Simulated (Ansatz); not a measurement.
Consider the cleavage of the Si–Si bond: `N[Si](F)([SiH3])S` + `[OH][Al]([OH])[OH]` → `[OH][Al]([OH])[O][SiH3]` + `N[SiH](F)S`.

Gas-phase electronic energies from Ansatz, PBE0-D4/def2-TZVP geometries. CCSD(T)/CBS adds triple-zeta CCSD(T) − MP2 to the extrapolated MP2 energy (def2 sets, frozen cores). This one scheme is used for every species. Functionals use def2-TZVPP. B3LYP here is the variant with VWN-RPA as its local correlation; programs differ in this. Each species was taken in one conformer, which may not be the lowest.

```tsv
level	ΔE (kJ/mol)	difference from CCSD(T)/CBS
PBE0-D4	-96.3	18.0
B3LYP-D4	-111.7	2.6
ωB97X-V	-112.0	2.3
ωB97M-V	-116.2	-1.9
B2PLYP	-121.1	-6.8
PBE	-88.7	25.6
r2SCAN	-109.1	5.2
PBE0	-99.6	14.7
B3LYP	-117.7	-3.4
MP2/def2-TZVPP	-122.5	-8.2
CCSD/def2-TZVPP	-121.1	-6.8
CCSD(T)/def2-TZVPP	-116.2	-1.9
HF/def2-QZVPP	-151.5	-37.2
HF/CBS(def2)	-151.8	-37.5
MP2/CBS(def2)	-120.6	-6.3
CCSD/CBS(def2)	-119.3	-5.0
CCSD(T)/CBS	-114.3	0
```

Largest T1 diagnostic among the species: 0.012.

The D4 term adds +5.9 kJ/mol with B3LYP and +3.3 kJ/mol with PBE0; it sums over pairs of atoms, weighted by their polarisabilities, and B3LYP, whose exchange is more repulsive, gets the larger term. In def2-TZVPP, CCSD(T) changes the Hartree–Fock value by +32.7 kJ/mol (the triples alone add +4.9 kJ/mol) and MP2 by +26.3 kJ/mol. From PBE to PBE0 (25 % exact exchange), in def2-TZVPP and without D4, ΔE moves by −10.9 kJ/mol.
